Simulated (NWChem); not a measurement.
C3H4BFO; SMILES CC#CB(O)F

```xyz
10

C     -0.0296     3.0185     0.0007
C     -0.0090     1.5610    -0.0037
C      0.0109     0.3463    -0.0051
B      0.0211    -1.1731    -0.0083
O      1.1907    -1.8611     0.0338
F     -1.1357    -1.8579    -0.0531
H     -0.1532     3.4018     1.0210
H     -0.8593     3.4057    -0.6028
H      0.9040     3.4312    -0.4000
H      1.0333    -2.8184     0.0256
```
Atoms are numbered in this order, from 1.

All runs use the structure optimised with B3LYP/6-31G* (spherical d).

Question: Give the principal values of the shielding tensors (ppm) of C1, C2, C3, B4, O5 from PBE0/pcSseg-1, GIAO (NWChem), with their diamagnetic and paramagnetic parts as GIAO splits them.

Answer: 
```
atom    σ11    σ22    σ33  isotropic  diamagnetic  paramagnetic
----  -----  -----  -----  ---------  -----------  ------------
C1    169.9  171.1  196.9      179.3        252.3         -73.0
C2    -22.4   -3.7  259.7       77.9        268.6        -190.7
C3     15.1   22.4  271.6      103.1        255.5        -152.4
B4     63.6   90.0   92.0       81.9        198.0        -116.1
O5     74.2  254.8  263.0      197.3        388.7        -191.3
```
